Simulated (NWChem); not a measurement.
# MoS2Cl2; SMILES [S]=[Mo](=[S])([Cl])[Cl]

```xyz
5

Mo     0.0000     0.0000     0.0311
S      0.0000     1.6866     1.2645
S      0.0000    -1.6866     1.2645
Cl     1.8753     0.0000    -1.2046
Cl    -1.8753     0.0000    -1.2046
```
Atoms are numbered in this order, from 1.

Level: PBE0/def2-SVP with def2 effective core potentials on Mo (NWChem), optimised geometry, unscaled harmonic frequencies. def2 effective core potentials on Mo; no spin-orbit coupling.

```csv
frequency (cm⁻¹),IR intensity (km/mol)
116,0.1
149,0.0
151,0.0
156,0.0
201,0.9
405,28.6
439,74.2
585,33.1
593,78.7
```

The zero-point energy comes out as 4.0 kcal/mol. The thermal correction to the enthalpy at 298.15 K (with zero-point energy) is 8.9 kcal/mol. The heat capacity Cv is 20.4 cal/(mol K) and the entropy at 298.15 K and 1 atm (symmetry number 2) comes out as 86.4 cal/(mol K).

Rigid rotor and harmonic oscillator.
